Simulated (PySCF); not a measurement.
From a computed spectrum to the compound

A species of 9 atoms with charge 1 has these harmonic modes (PBE0, small Gaussian bases with core potentials, PySCF 2.14.0):

| cm⁻¹ | km/mol | symmetry |
| --- | --- | --- |
| 25 | 0.0 | a |
| 39 | 1.4 | b |
| 119 | 0.1 | a |
| 316 | 0.0 | a |
| 339 | 42.1 | b |
| 383 | 6.7 | b |
| 426 | 2.2 | a |
| 465 | 118.1 | b |
| 489 | 34.5 | a |
| 1156 | 4.9 | b |
| 1159 | 8.5 | a |
| 1369 | 3.8 | a |
| 1371 | 20.0 | b |
| 1376 | 18.3 | b |
| 1382 | 16.6 | a |
| 3002 | 11.6 | b |
| 3003 | 4.8 | a |
| 3102 | 0.0 | a |
| 3103 | 0.3 | b |
| 3115 | 0.1 | a |
| 3116 | 0.1 | b |

**Question.** Which species is it, and in which structure?

**Answer.** [Sm(CH3)2]+ (singlet in the valence; each metal's 4f electrons, 5 of them, lie in its core potential, out of spins and levels):
```xyz
9

Sm    0.0000    0.0000   -0.2565
C     1.7496    0.0198    1.2398
H     2.7325   -0.2193    0.7915
H     1.8428    1.0078    1.7327
H     1.5610   -0.7118    2.0494
C    -1.7496   -0.0198    1.2398
H    -2.7325    0.2193    0.7915
H    -1.8428   -1.0078    1.7327
H    -1.5610    0.7118    2.0494
```
Ideal gas at 298.15 K and 1 bar: S = 375.8 J/(mol K), Cp = 98.5 J/(mol K), H − H(0 K) = 21.4 kJ/mol (rigid rotor, harmonic modes, spin degeneracy alone, that of the 4f electrons in the core included; the modes under 60 cm⁻¹ make these uncertain). An lcecp potential fixes the number of 4f electrons, so in runs with it no electron can move into or out of that shell.
 The answer isn't unique; the calculation gave this one.
